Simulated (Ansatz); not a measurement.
Relaxation of the cluster SeS4⁺ with UKS PBE-D4/def2-SVP.

```sh
$ ansatz run in.yaml --threads 4 --pin off --events-out ev --progress --plain --max-ram 4787MiB
```

```yaml
crystal:
  periodic: [false, false, false]
  atoms:
    - {symbol: S, position_ang: [0.920260, 0.260150, 0.222650]}
    - {symbol: S, position_ang: [-0.002630, -1.537020, -0.543560]}
    - {symbol: S, position_ang: [-0.898470, 1.346990, -0.205650]}
    - {symbol: S, position_ang: [1.464430, 0.215060, 2.021070]}
    - {symbol: Se, position_ang: [-1.483590, -0.285180, -1.494520]}
basis:
  gaussian: {orbitals: def2-SVP}
total_charge: 1
magnetization: {spin_polarized: true, initial_magnetization: 1}
hamiltonian: {xc: pbe, dispersion: d4}
scf: {lower_state_search: "off"}
output: {orbitals: {seedname: orbitals}}
relax: {f_tol: 0.02, max_steps: 100}
```

Hardware: 4 threads of Arm Neoverse V1 on a shared host. Wall time 10 s.

Positions (Å) and forces (eV/Å) at steps 1, 2, 3, 4, 5, 6, 7, 8 of 8:

```xyz
5
step=1 energy=-108633.0078 eV
S     0.920    0.260    0.223    2.039    0.622    0.079
S    -0.003   -1.537   -0.544   -0.041   -2.276   -0.220
S    -0.898    1.347   -0.206   -1.324    1.839    0.260
S     1.464    0.215    2.021    0.169   -0.038    0.792
Se   -1.484   -0.285   -1.495   -0.842   -0.146   -0.910
5
step=2 energy=-108633.3371 eV
S     0.953    0.271    0.207    1.469    0.361    0.826
S     0.013   -1.630   -0.562   -0.463   -0.703   -0.348
S    -0.939    1.433   -0.202   -0.797    0.375   -0.222
S     1.459    0.212    2.042   -0.034    0.008   -0.154
Se   -1.486   -0.286   -1.486   -0.176   -0.040   -0.101
5
step=3 energy=-108633.5033 eV
S     1.051    0.295    0.259    0.365    0.106    0.088
S    -0.024   -1.655   -0.598   -0.401   -0.069   -0.284
S    -0.985    1.440   -0.234   -0.387   -0.108   -0.289
S     1.499    0.219    2.095   -0.036   -0.013    0.005
Se   -1.541   -0.299   -1.523    0.459    0.084    0.480
5
step=4 energy=-108633.5383 eV
S     1.093    0.308    0.263    0.025    0.007    0.009
S    -0.042   -1.686   -0.618   -0.181    0.177   -0.095
S    -1.019    1.459   -0.248   -0.056   -0.221   -0.140
S     1.495    0.216    2.104    0.002    0.000    0.004
Se   -1.528   -0.297   -1.501    0.209    0.037    0.223
5
step=5 energy=-108633.5403 eV
S     1.075    0.301    0.276    0.061    0.031   -0.105
S    -0.084   -1.696   -0.598   -0.080    0.106   -0.021
S    -1.056    1.439   -0.228   -0.009   -0.123   -0.047
S     1.543    0.233    2.099   -0.031   -0.019    0.075
Se   -1.479   -0.277   -1.549    0.059    0.005    0.097
5
step=6 energy=-108633.5367 eV rejected
S     1.106    0.315    0.246   -0.109   -0.022   -0.122
S    -0.089   -1.692   -0.574   -0.045    0.098   -0.112
S    -1.057    1.428   -0.207    0.008   -0.079   -0.133
S     1.502    0.222    2.078    0.147    0.014    0.278
Se   -1.463   -0.272   -1.543   -0.001   -0.011    0.088
5
step=7 energy=-108633.5435 eV
S     1.095    0.309    0.267    0.028    0.000    0.071
S    -0.087   -1.687   -0.598   -0.005    0.017   -0.002
S    -1.054    1.430   -0.230    0.005   -0.015   -0.006
S     1.531    0.228    2.103   -0.037   -0.002   -0.086
Se   -1.485   -0.279   -1.543    0.009    0.000    0.023
5
step=8 energy=-108633.5441 eV
S     1.101    0.311    0.264    0.003    0.002    0.000
S    -0.075   -1.683   -0.604    0.004   -0.001    0.004
S    -1.043    1.435   -0.237    0.004    0.002    0.004
S     1.514    0.223    2.102   -0.002   -0.001    0.000
Se   -1.497   -0.285   -1.525   -0.009   -0.002   -0.008
```

The relaxation made no stability test and no search for a lower SCF solution. Another isomer (doublet) lies 1.33 eV lower at PBE0-D4/def2-TZVP; other spin states weren't run for this one.
